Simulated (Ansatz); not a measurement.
This geometry of BrH$_{2}$OSi (5 atoms, charge 0, multiplicity 2) is a first-order saddle point.

These are results of Ansatz, UKS BLYP/def2-SVP, not measurements.

```xyz
5
Properties=species:S:1:pos:R:3
O -1.079 0.141 -0.738
Si 0.346 0.247 0.154
Br 1.941 -1.291 -0.155
H -1.706 -0.530 -0.404
H 0.549 1.360 1.101
```

Which two structures does it join? (They come from a converged band through this point; their orientation in space is the band's.)

No bond is made or broken. The height of Si2 over the plane of its neighbours goes from 0.63 to -0.63 Å. The two ends are copies of one structure, up to a mirror image or an exchange of like atoms.

Image 0:

```xyz
5
Properties=species:S:1:pos:R:3
O -1.222 0.053 -0.128
Si 0.406 0.486 -0.163
Br 1.788 -1.337 -0.028
H -1.515 -0.578 -0.815
H 0.593 1.303 1.092
```

Image 8:

```xyz
5
Properties=species:S:1:pos:R:3
O -1.117 0.231 -0.461
Si 0.159 0.055 0.625
Br 1.858 -1.225 -0.227
H -1.535 -0.593 -0.777
H 0.685 1.458 0.798
```

How far does it lie above each of them?

21.9 kcal/mol above the first and 21.9 kcal/mol above the second. This is the barrier of this one path; another mechanism may lie lower.

The run took 3.1 min on 1 CPU thread of a shared host.
